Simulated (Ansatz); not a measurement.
Diatomic MoI, multiplicity 6 (lowest of 2S+1 = 2, 4, 6, 8 at CCSD(T)/def2-TZVPP on PBE0 minima; our sources give no spin for the ground state, which may be another). No spin–orbit coupling.

Seven points along R, fitted to fifth degree in 1/R; most abundant isotopes. Runs in def2 and cc sets follow the lowest solution found near the PBE0 minimum.

Programs: Ansatz (Gaussian basis) for Hartree–Fock, density functionals and correlated methods. Values without a source in brackets are computed. In def2 rows elements past Kr take small-core potentials, without spin–orbit coupling.

Energies at CAM-B3LYP/def2-TZVPP:

```
R (Å)       E (hartree)
--------  -------------
2.445785  -365.83281798
2.511532  -365.83799523
2.572019  -365.84059521
2.640396  -365.84157854
2.708773  -365.84095245
2.787669  -365.83873139
2.879715  -365.83469190
```

Task: With a reduced mass of 55.2673 u, find the minimum, the force constant and the constants.

Result: A fifth-degree polynomial in 1/R puts the minimum at r_e = 2.6450 Å with force constant 147 N/m. Then ω_e = (1/2πc)√(k/μ) = 212 cm⁻¹ and B_e = h/(8π²cμr_e²) = 0.04360 cm⁻¹; the cubic and quartic terms give α_e = 0.00013 and ω_e x_e = 0.48 cm⁻¹.

Ansatz is a first-principles code.
